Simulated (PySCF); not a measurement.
Job for PySCF: R-B3LYP/LANL2DZ on CH5NOPb (SMILES C[O][Pb][NH2]).

```python
from pyscf import gto, scf, dft, mp
from pyscf.data.elements import chemcore

mol = gto.M(
    atom='''
    C    -1.80266535   -0.49162947   -0.18936011
    O    -0.43007616   -0.30970353    0.04620175
    Pb    0.69170524    1.25246742   -0.83224421
    N     2.41746486    0.54334914    0.17432063
    H    -1.98964807   -1.48161499   -0.62399891
    H    -2.23744007    0.25122679   -0.87675038
    H    -2.36543444   -0.42972723    0.75059980
    H     2.36894684   -0.26700181    0.77614164
    H     3.34714719    0.93263368    0.13244445
    ''',
    basis='lanl2dz',
    ecp={'Pb': 'lanl2dz'},
    charge=0, spin=0, verbose=3, max_memory=1800)
mf = dft.RKS(mol, xc='b3lyp')
mf.conv_tol = 1e-8
mf.max_cycle = 100
mf.kernel()
if not mf.converged:
    mf = mf.newton().run(mf.mo_coeff, mf.mo_occ)
```

The log:

```
converged SCF energy = -174.578801178178
```

The run converged.

Cost: around 6 core-seconds (rough).
